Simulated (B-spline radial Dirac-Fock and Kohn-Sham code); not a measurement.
Er⁺ 3p1/2: cross section and angular parameters

System: Er⁺ in the configuration [Xe] 4f12 6s1; threshold 1998.9 eV (orbital energy of the model). These are calculated numbers from an atomic code on a B-spline grid; the model is Dirac-Hartree-Slater photoionisation with a Latter tail; cross sections with all multipoles, angular parameters from the dipole term and its interference with E2.

Input of the calculation (task.json; shells as n, l, electrons):

```json
{"items": [{
  "Z": 68,
  "q": 1,
  "cfg": [[1, 0, 2], [2, 0, 2], [2, 1, 6], [3, 0, 2], [3, 1, 6], [3, 2, 10], [4, 0, 2], [4, 1, 6], [4, 2, 10], [4, 3, 12], [5, 0, 2], [5, 1, 6], [6, 0, 1]],
  "A": 166,
  "rrms": 5.2516,
  "do": "xps",
  "hv": [57.3, 60, 69.9, 79.1, 82.2, 85.2, 87.2, 88.3, 95.3, 150, 152.0, 159.0, 197.0, 200, 228.0, 260.0, 278.0, 300, 340.0, 400, 488.0, 1253.6, 1290.0, 2570.0, 3340.0, 8047.8, 9090.0, 12000, 12900.0, 13900.0]
}]}
```

Command: `python xray2_run.py task.json out`

For linearly polarised light dσ/dΩ = σ/(4π) [1 + β P₂(cos θ) + (δ + γ cos²θ) sin θ cos φ], with θ from the polarisation vector and φ the angle between the beam and the projection of the electron momentum on the plane normal to the polarisation.

```
hν (eV)  σ (kb)      β      γ      δ
   2570    44.1  1.322  0.375  0.053
   3340       ?      ?      ?      ?
 8047.8    5.29  1.558  0.472  0.012
   9090    4.00  1.536  0.632  0.017
  12000    2.06  1.472  1.027  0.035
  12900    1.72  1.453  1.136  0.041
  13900    1.43  1.433  1.251  0.048
```

Question: Give the values at 3340 eV.

Answer: σ = 29.8 kb, β = 1.530, γ = 0.063, δ = 0.008.
